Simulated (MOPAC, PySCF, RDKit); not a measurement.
Dimer: CH4O (SMILES CO) (first 6 atoms) with H4OSi (SMILES O[SiH3]); geometry from B3LYP-D3(BJ)/def2-TZVP, rigid monomers moved along the line of their centres of mass till O2···H9 is 3.20 Å.
(charge 0, multiplicity 1):
```xyz
12

C     -0.06290     0.09152     0.18394
O     -0.99763     0.34783     1.23622
H     -0.10074    -0.95066    -0.14281
H      0.92528     0.29589     0.59031
H     -0.23886     0.75136    -0.66895
H     -1.88982     0.16803     0.92249
O      0.42995    -1.31298     4.77448
Si     1.52447    -0.51881     5.70352
H      0.00904    -0.82211     4.04481
H      2.61459     0.07809     4.88490
H      2.10691    -1.51286     6.63063
H      0.91152     0.58037     6.49346
```

Monomers are frozen at their geometry in the pair; levels with a basis set take the counterpoise correction. Rows marked so take none.

Rows in 3-21G carry no dispersion term and start afresh at each structure. The state that PM6, PM7 reach isn't checked; PM7 holds dispersion and hydrogen-bond terms.

Codes used: MOPAC for PM6, PM7 (differences of heats of formation); PySCF for 3-21G rows; RDKit for the force fields. 

Q: One of these levels gives -10.4 kJ/mol for the interaction energy. Which one is it?
A) PM7
B) HF/3-21G (no counterpoise)
C) PM6
D) MMFF94

A: A, PM7. The others give -8.6 (MMFF94), -6.6 (PM6), -11.8 (HF/3-21G (no counterpoise))
